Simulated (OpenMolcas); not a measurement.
Pd2+ (d8) on a cation site of an ionic host was computed by CASSCF with the d shell active (OpenMolcas, ANO-RCC-VTZP on the metal). Its lowest spin-free states, and all those of the highest spin:

| 2S+1 | Degeneracy | E (cm-1) |
| --- | --- | --- |
| 3 | 3 | 0.0 |
| 3 | 3 | 5376 |
| 3 | 1 | 11642 |
| 1 | 3 | 13110 |
| 1 | 2 | 13743 |
| 3 | 3 | 18145 |
| 1 | 3 | 21279 |
| 1 | 1 | 23367 |
| 1 | 3 | 23489 |
| 1 | 2 | 27014 |
| 1 | 1 | 50690 |

**Question.** Is the site octahedral, tetrahedral or cube-like, axial, or of lower symmetry?

**Answer.** The states with 2S+1 = 3 have orbital degeneracies 3, 3, 1, 3. Threefold states need a cubic site. For d8 at this spin an octahedron puts the single A2 below the threefold T2 and a tetrahedron or cube puts the threefold T1 below the threefold T2, so the site is a tetrahedron or a cube, which this pattern cannot tell apart. The run had Pd2+ with its 8 nearest fluoride ions at 2.323 Å, on the Ca site of CaF2 (a = 5.46294 Å, distance in the model lattice 2.366 Å). The rest of the host is ab initio model potentials to 7.6 Å and point charges beyond; the distance is set by hand and nothing relaxes. Ligand basis ANO-RCC-VDZP.

An orbital triplet at a regular site is open to Jahn-Teller coupling, which can distort the site and quench the lowest spin-orbit gaps and is left out. Without dynamic correlation the repulsion within the d shell is too large (B by tens of per cent), so at a given field states of lower spin stand too high. Real 4d8 and 5d8 ions are as a rule square planar and diamagnetic. With metal d orbitals alone the field can be off either way by tens of per cent. Ligand-to-metal charge-transfer states are missing. With no ligand orbital active B as a rule stays too high, so bands that hang on it stand too high and its fall with covalency is understated. No measured value stands beside these numbers; the geometry was set by hand and not optimised.
